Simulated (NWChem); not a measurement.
System meant: SiHOCl3; SMILES O[Si](Cl)(Cl)Cl

The following NWChem deck was run.

```
start job
memory heap 200 mb stack 900 mb global 1100 mb
geometry units angstroms noautoz
  O     -1.890582    -0.206596     0.000000
  Si    -0.264936    -0.036742     0.000000
  Cl     0.374871     0.983917     1.652216
  Cl     0.517052    -1.910628     0.000000
  Cl     0.374871     0.983917    -1.652216
  H     -2.430616     0.590700     0.000000
end
basis spherical
  * library def2-svp
end
dft
  odft
  mult 2
  xc xpbe96 cpbe96
  iterations 150
  mulliken
end
task dft energy
```

End of the output:

```
                                 NWChem DFT Module
                                 -----------------

 Summary of "ao basis" -> "ao basis" (spherical)
 ------------------------------------------------------------------------------
       Tag                 Description            Shells   Functions and Types
 ---------------- ------------------------------  ------  ---------------------
 O                          def2-svp                 6       14   3s2p1d
 Si                         def2-svp                 8       18   4s3p1d
 Cl                         def2-svp                 8       18   4s3p1d
 H                          def2-svp                 3        5   2s1p

 Summary of "ao basis" -> "ao basis" (spherical)
 ------------------------------------------------------------------------------
       Tag                 Description            Shells   Functions and Types
 ---------------- ------------------------------  ------  ---------------------
 O                          def2-svp                 6       14   3s2p1d
 Si                         def2-svp                 8       18   4s3p1d
 Cl                         def2-svp                 8       18   4s3p1d
 H                          def2-svp                 3        5   2s1p

      Symmetry analysis of basis
      --------------------------

        a'         58
        a"         33

  number of electrons :                   74
  multiplicity        :                    2
 ------------------------------------------------------------------------
  no. of electrons and multiplicity not compatible                  74
 ------------------------------------------------------------------------
 ------------------------------------------------------------------------
  current input line :
    21: task dft energy
 ------------------------------------------------------------------------
 ------------------------------------------------------------------------
 There is an error in the input file
 ------------------------------------------------------------------------
 For more information see the NWChem manual at https://nwchemgit.github.io

0: no. of electrons and multiplicity not compatible:Received an Error in Communication
```

### Question
What is wrong, and how is it mended?

### Answer
The input was rejected before any calculation. Cause: the multiplicity doesn't fit the number of electrons (an even count wants an odd multiplicity, and the reverse). This input runs:
```
start job
memory heap 200 mb stack 900 mb global 1100 mb
geometry units angstroms noautoz
  O     -1.890582    -0.206596     0.000000
  Si    -0.264936    -0.036742     0.000000
  Cl     0.374871     0.983917     1.652216
  Cl     0.517052    -1.910628     0.000000
  Cl     0.374871     0.983917    -1.652216
  H     -2.430616     0.590700     0.000000
end
basis spherical
  * library def2-svp
end
dft
  xc xpbe96 cpbe96
  iterations 150
  mulliken
end
task dft energy
```
It converges to -1744.74005 Ha (PBE/def2-SVP).
